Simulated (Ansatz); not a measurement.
`O[BH][GaH][GeH3]` + `OCS` → `OBSCO` + `[GaH2][GeH3]`  (cleavage of the B–Ga bond)

Isolated molecules relaxed with PBE0-D4/def2-TZVP in Ansatz; ΔE leaves out vibrations. CCSD(T)/CBS is the MP2 limit (def2-TZVPP, def2-QZVPP) plus CCSD(T) − MP2 in def2-TZVPP, frozen cores. DFT in def2-TZVPP. B3LYP here is the variant with VWN-RPA as its local correlation; programs differ in this. For Ga, Ge outer-core shells are correlated without core-valence functions, which leaves a few kJ/mol of doubt a bond. Scalar relativity is left out up to krypton. One conformer a species, not always the lowest.

```tsv
level	ΔE (kJ/mol)	difference from CCSD(T)/CBS
PBE	-102.0	-0.9
r2SCAN	-111.2	-10.1
PBE0	-104.1	-3.0
B3LYP	-101.6	-0.5
MP2/def2-TZVPP	-109.5	-8.4
SCS-MP2/def2-TZVPP	-105.7	-4.6
MP2/def2-QZVPP	-108.5	-7.4
HF/CBS(def2)	-107.2	-6.1
MP2/CBS(def2)	-107.7	-6.6
CCSD/CBS(def2)	-99.1	2.0
CCSD(T)/CBS	-101.1	0
```

Largest T1 diagnostic among the species: 0.014.

The D4 term adds −3.5 kJ/mol with B3LYP and −1.8 kJ/mol with PBE0; it sums over pairs of atoms, weighted by their polarisabilities, and B3LYP, whose exchange is more repulsive, gets the larger term.
